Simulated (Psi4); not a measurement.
Pair of molecules, SMILES S with SMILES CF (the first has 3 atoms); geometry from B3LYP-D3(BJ)/def2-TZVP.
(charge 0, multiplicity 1):
| atom | x (Å) | y (Å) | z (Å) |
|---|---|---|---|
| S | -1.0186 | 0.1760 | -0.2156 |
| H | 0.0616 | 0.8485 | -0.6436 |
| H | -0.3010 | -0.5372 | 0.6693 |
| C | -0.0168 | 0.3177 | 3.5078 |
| F | 0.5216 | -0.7439 | 2.7775 |
| H | 0.8041 | 0.8919 | 3.9374 |
| H | -0.6048 | 0.9376 | 2.8311 |
| H | -0.6477 | -0.0913 | 4.2969 |

The numbers are results of SAPT0/jun-cc-pV(D+d)Z (Psi4), not measurements.

### Question
Give the four SAPT terms and the total, and say what mostly holds the pair together.

### Answer
electrostatics -3.58, exchange 3.69, induction -0.72, dispersion -1.20, total -1.80 kcal/mol; the largest attraction is electrostatics.
